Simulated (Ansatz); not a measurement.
Ansatz (a program for electronic structure) job for C3H9BFN, SMILES FB(C)NCC, PBE-D3(BJ)/def2-SVP. 

Ansatz 0.2 input:
```yaml
crystal:
  periodic: [false, false, false]
  atoms:
    - {symbol: C, position_ang: [-2.37625718, 0.70100609, 0.19242579]}
    - {symbol: C, position_ang: [-1.41258087, -0.05192209, -0.72279820]}
    - {symbol: N, position_ang: [-0.32555025, -0.69074008, -0.00308429]}
    - {symbol: B, position_ang: [0.99866995, -0.24843060, 0.14827116]}
    - {symbol: C, position_ang: [1.62990457, 1.04575624, -0.49718496]}
    - {symbol: F, position_ang: [1.79848669, -1.01943120, 0.92705842]}
    - {symbol: H, position_ang: [-2.82367232, 0.02290420, 0.93774115]}
    - {symbol: H, position_ang: [-3.19558612, 1.15933406, -0.38456081]}
    - {symbol: H, position_ang: [-1.84607894, 1.49760425, 0.73830149]}
    - {symbol: H, position_ang: [-1.96530848, -0.81119519, -1.30368973]}
    - {symbol: H, position_ang: [-0.98228120, 0.64105080, -1.46112030]}
    - {symbol: H, position_ang: [-0.59179864, -1.52569436, 0.51019517]}
    - {symbol: H, position_ang: [2.04100075, 1.68786708, 0.29998829]}
    - {symbol: H, position_ang: [2.48249434, 0.76240186, -1.13723671]}
    - {symbol: H, position_ang: [0.93395342, 1.64890017, -1.09756568]}
basis:
  gaussian:
    orbitals: def2-SVP
hamiltonian:
  xc: pbe
  dispersion: d3bj
relax: {f_tol: 0.002, max_steps: 200}
```

It prints:

```
WARN ansatz: RAYON_NUM_THREADS=1 ignored (pool sized by the plan → 1); use --threads N
Functional definition: PBE
integrals: 0.07 GiB planned
1470 factors; their error is unknown
mean field: 0.41 GiB planned
mean field evaluation 1: about -8112.4201 eV, gradient 8.2e1 eV
mean field evaluation 2: about -8087.6110 eV, gradient 1.3e2 eV
mean field evaluation 4: about -8127.9970 eV, gradient 8.3e0 eV
mean field evaluation 8: about -8128.1219 eV, gradient 2.0e-1 eV
mean field evaluation 16: about -8128.0545 eV, gradient 6.7e-4 eV
mean field -8128.05454330 eV, -298.7004950731 hartree, gradient 3.8e-5 eV, S^2 0.000000; 0 other end points of the search recorded, 0 dependent functions left out
the calculation of the forces begins
reference -8128.05458017 eV, -298.7004964279 hartree; 24, 24 occupied and 105, 105 virtual orbitals, 1470 factors
relax step   1: F+E_penalty+E_count = -8128.33689566 eV  Δ(F+E_penalty+E_count) = +0.000e0 eV  max|allowed force component| = 3.029e-1 eV/Å  Δτ_max = 0.0000 Å  (28 SCF iters, accepted)
these checks for a lower state are left out or cut short: starts, cluster_reference, orbital_swaps, neighbouring_geometries, increment
integrals: 0.07 GiB planned
1470 factors; their error is unknown
mean field: 0.41 GiB planned
mean field -8128.06613256 eV, -298.7009209703 hartree, gradient 7.3e-6 eV, S^2 0.000000; 0 other end points of the search recorded, 0 dependent functions left out
the calculation of the forces begins
reference -8128.06616949 eV, -298.7009223276 hartree; 24, 24 occupied and 105, 105 virtual orbitals, 1470 factors
[...]
integrals: 0.07 GiB planned
1470 factors; their error is unknown
mean field: 0.41 GiB planned
mean field -8128.06976345 eV, -298.7010544033 hartree, gradient 7.2e-6 eV, S^2 0.000000; 0 other end points of the search recorded, 0 dependent functions left out
the calculation of the forces begins
reference -8128.06980048 eV, -298.7010557642 hartree; 24, 24 occupied and 105, 105 virtual orbitals, 1470 factors
relax step   6: F+E_penalty+E_count = -8128.34968044 eV  Δ(F+E_penalty+E_count) = -3.773e-4 eV  max|allowed force component| = 4.117e-2 eV/Å  Δτ_max = 0.0483 Å  (30 SCF iters, accepted)
these checks for a lower state are left out or cut short: starts, cluster_reference, orbital_swaps, neighbouring_geometries, increment
integrals: 0.07 GiB planned
1470 factors; their error is unknown
mean field: 0.41 GiB planned
mean field -8128.07032245 eV, -298.7010749460 hartree, gradient 6.9e-6 eV, S^2 0.000000; 0 other end points of the search recorded, 0 dependent functions left out
the calculation of the forces begins
reference -8128.07035954 eV, -298.7010763091 hartree; 24, 24 occupied and 105, 105 virtual orbitals, 1470 factors
relax step   7: F+E_penalty+E_count = -8128.34990744 eV  Δ(F+E_penalty+E_count) = -2.270e-4 eV  max|allowed force component| = 4.425e-2 eV/Å  Δτ_max = 0.0317 Å  (31 SCF iters, accepted)
these checks for a lower state are left out or cut short: starts, cluster_reference, orbital_swaps, neighbouring_geometries, increment
integrals: 0.07 GiB planned
1470 factors; their error is unknown
mean field: 0.41 GiB planned
mean field evaluation 64: about -8128.0704 eV, gradient 3.0e-1 eV
mean field -8128.07056584 eV, -298.7010838907 hartree, gradient 7.2e-6 eV, S^2 0.000000; 0 other end points of the search recorded, 0 dependent functions left out
the calculation of the forces begins
reference -8128.07060293 eV, -298.7010852535 hartree; 24, 24 occupied and 105, 105 virtual orbitals, 1470 factors
relax step   8: F+E_penalty+E_count = -8128.35010467 eV  Δ(F+E_penalty+E_count) = -1.972e-4 eV  max|allowed force component| = 2.132e-2 eV/Å  Δτ_max = 0.0105 Å  (32 SCF iters, accepted)
these checks for a lower state are left out or cut short: starts, cluster_reference, orbital_swaps, neighbouring_geometries, increment
integrals: 0.07 GiB planned
1470 factors; their error is unknown
mean field: 0.41 GiB planned
mean field -8128.07079193 eV, -298.7010921992 hartree, gradient 7.2e-6 eV, S^2 0.000000; 0 other end points of the search recorded, 0 dependent functions left out
the calculation of the forces begins
reference -8128.07082902 eV, -298.7010935623 hartree; 24, 24 occupied and 105, 105 virtual orbitals, 1470 factors
relax step   9: F+E_penalty+E_count = -8128.35018946 eV  Δ(F+E_penalty+E_count) = -8.479e-5 eV  max|allowed force component| = 1.460e-2 eV/Å  Δτ_max = 0.0174 Å  (31 SCF iters, accepted)
these checks for a lower state are left out or cut short: starts, cluster_reference, orbital_swaps, neighbouring_geometries, increment
integrals: 0.07 GiB planned
1470 factors; their error is unknown
mean field: 0.41 GiB planned
mean field -8128.07087905 eV, -298.7010954006 hartree, gradient 7.2e-6 eV, S^2 0.000000; 0 other end points of the search recorded, 0 dependent functions left out
the calculation of the forces begins
reference -8128.07091614 eV, -298.7010967640 hartree; 24, 24 occupied and 105, 105 virtual orbitals, 1470 factors
relax step  10: F+E_penalty+E_count = -8128.35020687 eV  Δ(F+E_penalty+E_count) = -1.741e-5 eV  max|allowed force component| = 1.057e-2 eV/Å  Δτ_max = 0.0082 Å  (32 SCF iters, accepted)
these checks for a lower state are left out or cut short: starts, cluster_reference, orbital_swaps, neighbouring_geometries, increment
integrals: 0.07 GiB planned
1470 factors; their error is unknown
mean field: 0.41 GiB planned
mean field -8128.07095269 eV, -298.7010981071 hartree, gradient 7.2e-6 eV, S^2 0.000000; 0 other end points of the search recorded, 0 dependent functions left out
the calculation of the forces begins
reference -8128.07098979 eV, -298.7010994706 hartree; 24, 24 occupied and 105, 105 virtual orbitals, 1470 factors
relax step  11: F+E_penalty+E_count = -8128.35022150 eV  Δ(F+E_penalty+E_count) = -1.463e-5 eV  max|allowed force component| = 5.097e-3 eV/Å  Δτ_max = 0.0073 Å  (31 SCF iters, accepted)
these checks for a lower state are left out or cut short: starts, cluster_reference, orbital_swaps, neighbouring_geometries, increment
integrals: 0.07 GiB planned
1470 factors; their error is unknown
mean field: 0.41 GiB planned
mean field -8128.07098559 eV, -298.7010993161 hartree, gradient 2.3e-5 eV, S^2 0.000000; 0 other end points of the search recorded, 0 dependent functions left out
the calculation of the forces begins
reference -8128.07102269 eV, -298.7011006796 hartree; 24, 24 occupied and 105, 105 virtual orbitals, 1470 factors
relax step  12: F+E_penalty+E_count = -8128.35022967 eV  Δ(F+E_penalty+E_count) = -8.169e-6 eV  max|allowed force component| = 3.913e-3 eV/Å  Δτ_max = 0.0057 Å  (21 SCF iters, accepted)
these checks for a lower state are left out or cut short: starts, cluster_reference, orbital_swaps, neighbouring_geometries, increment
integrals: 0.07 GiB planned
1470 factors; their error is unknown
mean field: 0.41 GiB planned
mean field evaluation 96: about -8128.1408 eV, gradient 3.6e-1 eV
mean field -8128.07100442 eV, -298.7011000080 hartree, gradient 2.7e-5 eV, S^2 0.000000; 0 other end points of the search recorded, 0 dependent functions left out
the calculation of the forces begins
reference -8128.07104152 eV, -298.7011013714 hartree; 24, 24 occupied and 105, 105 virtual orbitals, 1470 factors
relax step  13: F+E_penalty+E_count = -8128.35023676 eV  Δ(F+E_penalty+E_count) = -7.088e-6 eV  max|allowed force component| = 4.986e-3 eV/Å  Δτ_max = 0.0066 Å  (22 SCF iters, accepted)
these checks for a lower state are left out or cut short: starts, cluster_reference, orbital_swaps, neighbouring_geometries, increment
integrals: 0.07 GiB planned
1470 factors; their error is unknown
mean field: 0.41 GiB planned
mean field -8128.07101301 eV, -298.7011003236 hartree, gradient 1.1e-5 eV, S^2 0.000000; 0 other end points of the search recorded, 0 dependent functions left out
the calculation of the forces begins
reference -8128.07105010 eV, -298.7011016868 hartree; 24, 24 occupied and 105, 105 virtual orbitals, 1470 factors
relax step  14: F+E_penalty+E_count = -8128.35024085 eV  Δ(F+E_penalty+E_count) = -4.088e-6 eV  max|allowed force component| = 5.234e-3 eV/Å  Δτ_max = 0.0075 Å  (23 SCF iters, accepted)
these checks for a lower state are left out or cut short: starts, cluster_reference, orbital_swaps, neighbouring_geometries, increment
integrals: 0.07 GiB planned
1470 factors; their error is unknown
mean field: 0.41 GiB planned
mean field -8128.07092782 eV, -298.7010971929 hartree, gradient 7.2e-6 eV, S^2 0.000000; 0 other end points of the search recorded, 0 dependent functions left out
the calculation of the forces begins
reference -8128.07096491 eV, -298.7010985562 hartree; 24, 24 occupied and 105, 105 virtual orbitals, 1470 factors
relax step  15: F+E_penalty+E_count = -8128.35018540 eV  Δ(F+E_penalty+E_count) = +5.544e-5 eV  max|allowed force component| = 2.844e-2 eV/Å  Δτ_max = 0.0200 Å  (31 SCF iters, rejected (line search))
these checks for a lower state are left out or cut short: starts, cluster_reference, orbital_swaps, neighbouring_geometries, increment
integrals: 0.07 GiB planned
1470 factors; their error is unknown
mean field: 0.41 GiB planned
mean field -8128.07100988 eV, -298.7011002087 hartree, gradient 1.9e-5 eV, S^2 0.000000; 0 other end points of the search recorded, 0 dependent functions left out
the calculation of the forces begins
reference -8128.07104697 eV, -298.7011015719 hartree; 24, 24 occupied and 105, 105 virtual orbitals, 1470 factors
relax step  16: F+E_penalty+E_count = -8128.35024342 eV  Δ(F+E_penalty+E_count) = -2.579e-6 eV  max|allowed force component| = 2.234e-3 eV/Å  Δτ_max = 0.0028 Å  (21 SCF iters, accepted)
these checks for a lower state are left out or cut short: starts, cluster_reference, orbital_swaps, neighbouring_geometries, increment
integrals: 0.07 GiB planned
1470 factors; their error is unknown
mean field: 0.41 GiB planned
mean field -8128.07100685 eV, -298.7011000972 hartree, gradient 4.9e-5 eV, S^2 0.000000; 0 other end points of the search recorded, 0 dependent functions left out
the calculation of the forces begins
reference -8128.07104394 eV, -298.7011014604 hartree; 24, 24 occupied and 105, 105 virtual orbitals, 1470 factors
relax step  17: F+E_penalty+E_count = -8128.35024364 eV  Δ(F+E_penalty+E_count) = -2.155e-7 eV  max|allowed force component| = 1.067e-3 eV/Å  Δτ_max = 0.0003 Å  (19 SCF iters, accepted)
integrals: 0.07 GiB planned
1470 factors; their error is unknown
mean field: 0.41 GiB planned
mean field evaluation 128: about -8087.3398 eV, gradient 1.3e2 eV
mean field -8128.07100685 eV, -298.7011000972 hartree, gradient 4.9e-5 eV, S^2 0.000000; 1 other end points of the search recorded, 0 dependent functions left out
the calculation of the forces begins
reference -8128.07104394 eV, -298.7011014604 hartree; 24, 24 occupied and 105, 105 virtual orbitals, 1470 factors
Total energy: -8128.35028073 eV, -298.7113632233 hartree
Atom 0 at    -2.450013     0.656777     0.207078 Å, force     0.000112    -0.000071     0.000172 eV/Å
Atom 1 at    -1.406119     0.001301    -0.700138 Å, force    -0.000314     0.000180    -0.000268 eV/Å
Atom 2 at    -0.324400    -0.632887     0.031695 Å, force     0.000001     0.000439    -0.000238 eV/Å
Atom 3 at     1.022139    -0.232484     0.154762 Å, force    -0.000498    -0.001038     0.001067 eV/Å
Atom 4 at     1.689170     1.013739    -0.545048 Å, force     0.000399     0.000933    -0.000369 eV/Å
Atom 5 at     1.801820    -1.010982     0.956024 Å, force    -0.000167     0.000468    -0.000541 eV/Å
Atom 6 at    -2.912298    -0.086429     0.890044 Å, force     0.000051     0.000114    -0.000125 eV/Å
Atom 7 at    -3.264621     1.116916    -0.388712 Å, force     0.000071    -0.000038    -0.000009 eV/Å
Atom 8 at    -1.986233     1.445433     0.833538 Å, force    -0.000070    -0.000119    -0.000114 eV/Å
Atom 9 at    -1.904480    -0.743395    -1.362038 Å, force     0.000121     0.000112     0.000129 eV/Å
Atom 10 at    -0.966457     0.761622    -1.376341 Å, force     0.000022    -0.000115     0.000138 eV/Å
Atom 11 at    -0.608888    -1.454016     0.574609 Å, force     0.000440    -0.000153     0.000084 eV/Å
Atom 12 at     2.120822     1.688097     0.224851 Å, force    -0.000213    -0.000450    -0.000401 eV/Å
Atom 13 at     2.543621     0.681466    -1.172113 Å, force    -0.000299     0.000047     0.000231 eV/Å
Atom 14 at     1.011331     1.614252    -1.181471 Å, force     0.000343    -0.000307     0.000246 eV/Å
Dipole moment:    -0.413994     0.071898    -0.149172 e Å
```

The calculation finished and met its thresholds.
